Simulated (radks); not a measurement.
Yb0.4+, 69.6 electrons, occupied as [Xe] 4f14 6s(up 1, down 0.6) (fractional occupations, a model configuration).

All-electron calculation, scalar-relativistic Kohn-Sham, PBE, spin-polarised, spherical densities, finite nucleus; Fermi nuclear charge, rms radius 5.3108 fm. Program: a radial shooting solver on a logarithmic mesh with Libxc functionals.

Energy parts (eV):
total: -382539.57
kinetic: 416770.23
electron-nucleus: -941404.27
Hartree: 150059.15
exchange-correlation: -7964.69

Orbitals (lengths in bohr, moments of r in powers of bohr; <r^-3> diverges for s and p1/2):
orbital  occ.  eigenvalue (eV)  <r^-3>      <r^2>       <r^4>
1s up       1        -61229.66       -  0.0005300   7.557e-07
1s down     1        -61229.66       -  0.0005300   7.557e-07
2s up       1        -10376.44       -   0.008211   0.0001162
2s down     1        -10376.44       -   0.008211   0.0001162
2p up       3        -9146.873   15970   0.006714  0.00008918
2p down     3        -9146.871   15970   0.006714  0.00008918
3s up       1        -2340.794       -    0.05369    0.004343
3s down     1        -2340.796       -    0.05369    0.004343
3p up       3        -1970.004    3484    0.05419    0.004611
3p down     3        -1970.005    3484    0.05419    0.004611
3d up       5        -1518.204   458.0    0.04510    0.003595
3d down     5        -1518.205   458.0    0.04510    0.003595
4s up       1        -462.5047       -     0.2688      0.1052
4s down     1        -462.5081       -     0.2688      0.1052
4p up       3        -340.7790   790.1     0.3057      0.1401
4p down     3        -340.7817   790.1     0.3057      0.1401
4d up       5        -180.4611   87.39     0.3644      0.2175
4d down     5        -180.4623   87.39     0.3644      0.2175
4f up       7          -5.5511   12.28     0.8813       3.289
4f down     7          -5.5408   12.29     0.8732       3.157
5s up       1         -57.4728       -      1.648       4.096
5s down     1         -57.4519       -      1.646       4.087
5p up       3         -30.0018   94.41      2.406       9.345
5p down     3         -29.9588   94.62      2.399       9.269
6s up       1          -6.1042       -      15.95       400.3
6s down   0.6          -5.8249       -      16.06       409.0

The highest occupied level is 4f down at -5.541 eV. The electron density at the nucleus is 1.085e+06 e/bohr^3 (large components only).
